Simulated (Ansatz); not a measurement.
Energy needed to pull apart CdF2 (SMILES [F][Cd][F]), closed shell, into free ground-state atoms, from the structure below (displaced at random from a GFN2-xTB minimum); no zero-point or spin–orbit terms; open-shell atoms are treated unrestricted, in their ground-state multiplicity.

F1  (1.328, 0.213, 0.731)
Cd2  (-0.412, 0.706, -0.084)
F3  (-1.056, -1.154, -0.568)
(Å)

Ansatz 0.2.0; basis: def2-TZVPP; cores frozen in the correlated methods. Filled d shells of the heavier atoms are correlated. Core potentials replace the inner electrons of the atoms past krypton.

```csv
method,atomization energy (eV)
PBE-D4,5.88
revPBE-D4,5.54
BLYP-D4,5.60
r2SCAN-D4,?
PBE0-D4,5.29
wB97M-V,5.59
HF,2.77
MP2,5.50
CCSD,?
CCSD(T),5.09
```

**Question.** What does CCSD give? (An estimate is asked for; the value comes from the calculation.)

**Answer.** By the calculation: 4.88 eV, which is about 0.20 eV less than CCSD(T)/def2-TZVPP.

**Question.** What does r2SCAN-D4 give? (An estimate is asked for; the value comes from the calculation.)

**Answer.** The calculation gives: 5.62 eV, which is about 0.54 eV more than CCSD(T)/def2-TZVPP.

In triple zeta the MP2 and coupled-cluster atomization energies are still short of their basis limit by a few kcal/mol a bond, whereas those of the functionals are nearly converged, so these differences are not deviations from converged CCSD(T).

No T1 diagnostic of these runs exceeds 0.022.

For scale, one of the runs: CCSD(T)/def2-TZVPP forces, 118 basis functions, launched by `ansatz run in.yaml --threads 4 --pin off --events-out ev --progress --plain --max-ram 5222MiB`. Hardware: 4 CPU threads of an Arm Neoverse N1, shared host. Wall time 2.1 min; peak host memory 1.1 GiB.
